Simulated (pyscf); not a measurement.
H₃C–InH–SiH₂–OH (SMILES [CH3][InH][SiH2]O), singlet

Gas-phase minimum from PySCF at ωB97X-D3(BJ)/def2-SVP, one conformer. 

```xyz
11

C     -0.6026    -1.8581     1.2798
In    -1.6575    -0.8644    -0.3193
Si    -0.6043     1.0820    -1.5831
O      0.9073     1.3358    -0.8847
H      0.4057    -1.4402     1.4115
H     -1.1597    -1.7467     2.2241
H     -0.5199    -2.9367     1.0709
H     -3.2537    -1.4251    -0.7264
H     -0.4637     0.8007    -3.0518
H     -1.4344     2.3313    -1.5081
H      1.4378     2.0453    -1.2624
```

Bonded distances (Å): C1–In2 2.158, C1–H5 1.099, C1–H6 1.102, C1–H7 1.102, In2–Si3 2.549, In2–H8 1.740, Si3–O4 1.684, Si3–H9 1.502, Si3–H10 1.502, O4–H11 0.963. Angles (°): In2–C1–H5 111.2, In2–C1–H6 110.0, In2–C1–H7 110.3, H5–C1–H6 108.8, H5–C1–H7 109.0, H6–C1–H7 107.4, C1–In2–Si3 121.1, C1–In2–H8 118.3, Si3–In2–H8 120.6, In2–Si3–O4 106.3, In2–Si3–H9 112.4, In2–Si3–H10 112.5, O4–Si3–H9 110.5, O4–Si3–H10 110.5 (the first ones only).

Properties at ωB97X-D3(BJ)/def2-SVP:

* **Harmonic wavenumbers, unscaled**: 25, 31, 62, 170, 247, 319, 330, 443, 490, 522, 667, 739, 749, 784, 845, 940, 985, 1208, 1439, 1449, 1784, 2184, 2192, 3068, 3166, 3191, 3919 cm⁻¹
* **Zero-point energy**: 45.7 kcal/mol
* **Rotational symmetry number**: 1
* **Entropy of this conformer at 298 K and 1 atm, rigid rotor and harmonic oscillator, modes under 100 cm⁻¹ raised to 100**: 376.6 J/(mol K)
* **Dipole moment**: 0.86 D

Single-point totals, which compare only within one level:

```
level                   total energy (hartree)
----------------------  ----------------------
ωB97X-D3(BJ)/def2-TZVP              -597.39253
PBE/def2-TZVP                       -596.95201
r²SCAN/def2-TZVP                    -597.22643
B3LYP-D3(BJ)/def2-TZVP              -597.35856
PBE0-D3(BJ)/def2-TZVP               -596.99776
M06-2X/def2-TZVP                    -597.09464
ωB97M-D3(BJ)/def2-TZVP              -597.34322
```

The lowest mode is so soft that the shape along it may change with the basis. Soft torsions are taken as harmonic, which can shift the entropy by several J/(mol K). Elements past Kr carry the def2 core potentials, without spin-orbit coupling.
